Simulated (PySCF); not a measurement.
Isomers of C3H8OSi2, one conformer each; single-point electronic energies without zero-point terms and without any empirical dispersion term.

Computed with PySCF at PBE0/pcSseg-1, non-relativistic, each on one gas-phase PBE0-D3(BJ)/def2-SVP geometry that isn't relaxed in the solvent. The solvent is an IEF-PCM continuum (van der Waals radii × 1.2). Only the electrostatic response of the medium enters.

| isomer | relative energy, gas (kcal/mol) | dipole (D) |
| --- | --- | --- |
| `O=C[SiH]1C[SiH2]C1` | 0.0 | 2.74 |
| `CO[SiH2]C#C[SiH3]` | 11.6 | 1.30 |

Q: How do the relative energies look in acetone (ε = 20.49)?

A: 
| isomer | relative energy, solvent (kcal/mol) | E(solvent) − E(gas) (kcal/mol) | dipole in solvent (D) |
| --- | --- | --- | --- |
| `O=C[SiH]1C[SiH2]C1` | 0.0 | -4.1 | 3.43 |
| `CO[SiH2]C#C[SiH3]` | 13.1 | -2.6 | 1.66 |

The order is unchanged. Conformers: `[O:1]=[CH:2][SiH:3]1[CH2:4][SiH2:5][CH2:6]1` with O1–C2–Si3–C4 123°, C2–Si3–C4–Si5 95°, Si3–C4–Si5–C6 16°, C4–Si5–C6–Si3 -16°, C2–Si3–C6–Si5 -95°; `[CH3:1][O:2][SiH2:3][C:4]#[C:5][SiH3:6]` with C1–O2–Si3–C4 -55°. `O=C[SiH]1C[SiH2]C1` gains most from the continuum, and it has the largest gas-phase dipole. The gains span 1.5 kcal/mol, the gas-phase energies 11.6 kcal/mol.
